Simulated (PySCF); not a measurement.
(3S)-3-fluoro-2-methylbut-1-ene (C5H9F), SMILES [C@@H](F)(C(=C)C)C. Geometry optimised at ωB97X-D3(BJ)/def2-SVP. Other conformers were not sampled.

Problem. Give the equilibrium geometry at ωB97X-D3(BJ)/def2-SVP (PySCF confirms it by a frequency run) as bond lengths and angles. (An estimate is asked for; the answer gives what the named calculation found.)

Solution. Several could match; the one computed here: 
Atoms: C1 C2 C3 C4 C5 F6 H7 H8 H9 H10 H11 H12 H13 H14 H15. Bonded distances (Å): C1–C2 1.335, C1–H7 1.092, C1–H8 1.094, C2–C3 1.508, C2–C4 1.514, C3–H9 1.103, C3–H10 1.103, C3–H11 1.099, C4–C5 1.522, C4–F6 1.386, C4–H12 1.107, C5–H13 1.100, C5–H14 1.100, C5–H15 1.101. Angles (°): C2–C1–H7 120.9, C2–C1–H8 120.9, H7–C1–H8 118.2, C1–C2–C3 123.3, C1–C2–C4 121.0, C3–C2–C4 115.7, C2–C3–H9 111.4, C2–C3–H10 111.1, C2–C3–H11 111.0, H9–C3–H10 107.1, H9–C3–H11 107.9, H10–C3–H11 108.2, C2–C4–C5 113.3, C2–C4–F6 110.3, C2–C4–H12 108.4, C5–C4–F6 108.0, C5–C4–H12 109.7, F6–C4–H12 106.8, C4–C5–H13 109.8, C4–C5–H14 111.2, C4–C5–H15 109.8, H13–C5–H14 108.4, H13–C5–H15 108.9, H14–C5–H15 108.8.
Charge 0, spin multiplicity 1.
